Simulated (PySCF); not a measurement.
## Peak assignment

Atom-mapped SMILES (the numbers label the heavy atoms): `[SiH3:1][CH:2]([SiH3:3])[CH:4]1[CH2:5][CH2:6][CH2:7]1`. Hydrogens are named by the atom that carries them. Ha(C5), Ha(C6), Ha(C7) are cis to C2 on the ring; Hb(C5), Hb(C6), Hb(C7) are trans to C2 on the ring.

- shieldings: GIAO CAM-B3LYP/pcSseg-1
- PBE0-D3(BJ)/def2-SVP structure
- run in PySCF 2.14
- a single conformation, relativity neglected, equivalent nuclei averaged, no solvent model

Scale: $^{13}$C (σ = 182.45 ppm) and $^{1}$H (σ = 31.33 ppm) vs TMS (reference shieldings calculated alike).

(1) Assign these signals to the numbered atoms. $^{13}$C{$^{1}$H} NMR (computed): δ 37.1 (CH), 34.2 (CH2), 18.6 (CH2), 10.7 (CH).

(2) Assign these signals to the numbered atoms. $^{1}$H NMR (500 MHz, computed): δ 3.77 (d, 6H), 2.10 (m, 2H), 1.85 (m, 1H), 1.70 (m, 1H), 1.63 (m, 1H), 1.48 (m, 2H), -0.15 (m, 1H).

Answers

(1) 
37.1 → C4, sp3 CH in a ring: aliphatic region, no heteroatom directly attached
34.2 → C5/C7, sp3 CH2 in a ring: aliphatic region, no heteroatom directly attached
18.6 → C6, sp3 CH2 in a ring
10.7 → C2, sp3 CH bonded to 2 Si: an electropositive neighbour leaves it electron-rich and shielded

(2) 
| δ (ppm) | atoms | environment | reason |
| --- | --- | --- | --- |
| 3.77 | H(Si1)/H(Si3) | hydrogen on a silicon bonded to C | – |
| 2.10 | Hb(C5)/Hb(C7) | hydrogen on an sp3 CH2 in a ring | – |
| 1.85 | H(C4) | hydrogen on an sp3 CH in a ring | – |
| 1.70 | Hb(C6) | hydrogen on an sp3 CH2 in a ring | far from electronegative atoms and π systems |
| 1.63 | Ha(C6) | hydrogen on an sp3 CH2 in a ring | – |
| 1.48 | Ha(C5)/Ha(C7) | hydrogen on an sp3 CH2 in a ring | – |
| -0.15 | H(C2) | hydrogen on an sp3 CH bonded to 2 Si | an electropositive neighbour shields it, as in TMS itself |

Hb(C6) and Ha(C6) lie closer than the usual error of such a calculation, so a measured spectrum could show them in the other order.

Shifts are as computed, not scaled to solution data. Of 1211 compounds with measured shifts, 218 miss one by over three times the rms of a fit or turn the order of signals round; such compounds aren't used in these exercises. No couplings were computed; multiplicities are counted from neighbouring protons, with m where these are inequivalent, close in shift, in a saturated or five-membered ring or joined by F or P, and br s for small geminal =CH2 splittings.
